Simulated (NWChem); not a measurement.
System: C2H5FSi2; SMILES C1(F)[SiH2][SiH2]C=1

```xyz
10

F      0.3678    -2.3265     0.0000
C      0.2606    -0.9831     0.0000
C      1.3199    -0.1439     0.0000
Si     0.5019     1.5515     0.0000
Si    -1.3200     0.0729     0.0000
H      2.3559    -0.4793     0.0000
H      0.7549     2.3864     1.2064
H      0.7549     2.3864    -1.2064
H     -2.1752    -0.0924     1.2071
H     -2.1752    -0.0924    -1.2071
```
Atoms are numbered in this order, from 1.

Level: B3LYP/6-31G* (spherical d) (NWChem), optimised geometry, unscaled harmonic frequencies. 

Task: List the harmonic frequencies with IR intensities, and the thermochemistry.

Result: 
```tsv
frequency (cm⁻¹)	IR intensity (km/mol)
149	0.2
323	3.1
335	1.4
400	9.5
434	2.8
449	11.3
574	0.1
625	11.6
649	4.7
676	82.2
680	29.0
750	29.8
809	96.1
884	65.4
959	137.7
975	154.6
1127	46.5
1244	88.9
1595	106.1
2232	209.4
2239	21.4
2240	67.2
2248	263.3
3184	7.0
```

The zero-point energy comes out as 36.8 kcal/mol and the thermal correction to the enthalpy at 298.15 K (with zero-point energy) comes out as 41.3 kcal/mol. The heat capacity Cv is 23.3 cal/(mol K) and the entropy at 298.15 K and 1 atm (symmetry number 1) is 77.6 cal/(mol K). The dipole moment is 0.99 D.

Rigid rotor and harmonic oscillator.
